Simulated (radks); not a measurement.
The numbers below are computed, except where a source is named.
Problem. The potassium anion K-, [Ar] 4s2, held by a Watson sphere: a shell of charge +1 at radius R that stands for the Madelung well of a crystal (potential energy -1/R inside, -1/r outside, in hartree with lengths in bohr). Level of theory: scalar-relativistic Kohn-Sham, PBEsol, spin-unpolarised, spherical densities, finite nucleus; Fermi nuclear charge, rms radius of each element as measured or else 0.836 A^(1/3) + 0.57 fm (a radial shooting solver on a logarithmic mesh with Libxc functionals). Response by self-consistent Sternheimer equations with the Hartree and adiabatic LDA kernel, the relativistic mass of each level held fixed and spin-orbit coupling left out. The sphere does not respond.

| R (bohr) | e(3s) (eV) | e(3p) (eV) | e(4s) (eV) | <r> 4s (bohr) | sum of <r^2> (bohr^2) | X-ray form factor at sin(theta)/lambda = 0.2 1/angstrom | alpha (bohr^3) |
|---|---|---|---|---|---|---|---|
| 2.2 | -38.788 | -22.330 | -3.617 | 4.184 | 59.70 | 13.684 | 170.3 |
| 2.37 | -38.196 | -21.763 | -3.607 | 4.202 | 60.16 | 13.669 | 172.2 |
| 2.82 | -36.958 | -20.549 | -3.554 | 4.284 | 61.84 | 13.650 | 182.2 |
| 2.98 | -36.618 | -20.210 | -3.526 | 4.323 | 62.60 | 13.648 | 187.5 |
| 4.7 | -34.828 | -18.391 | -3.056 | 4.886 | 74.07 | 13.688 | 290.4 |
| 4.82 | -34.773 | -18.333 | -3.019 | 4.927 | 74.99 | 13.691 | 300.0 |
| 5.15 | -34.642 | -18.198 | -2.919 | 5.040 | 77.54 | 13.699 | 327.6 |

Estimate the row for R = 3.67 bohr.

Solution. e(3s) (eV) -35.589; e(3p) (eV) -19.170; e(4s) (eV) -3.363; <r> 4s (bohr) 4.530; sum of <r^2> (bohr^2) 66.63; X-ray form factor at sin(theta)/lambda = 0.2 1/angstrom 13.658; alpha (bohr^3) 219.9.
